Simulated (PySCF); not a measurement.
NTi, SMILES [N]#[Ti] (connectivity only; charge and spin as stated), neutral, multiplicity 2.

Geometry optimised at B3LYP-D3(BJ)/def2-TZVPD. The multiplicity is an assumed one; other spin states were not compared.

The numbers are results of PySCF with ωB97X/def2-TZVPD, not measurements.

The molecule is in vacuum.

The total energy is -904.09316 hartree. The point group is C∞v and the α spin, highest occupied and lowest empty level is -6.57 and 0.10 eV. The β spin, highest occupied and lowest empty level is -9.77 and 0.14 eV and the dipole moment is 3.47 D. The mean static polarisability comes out as 106.5 bohr³ (15.78 Å³). The polarisability, principal values is 86.6, 116.4, 116.4 bohr³ and the ⟨S²⟩ is 0.751 (pure state 0.75).
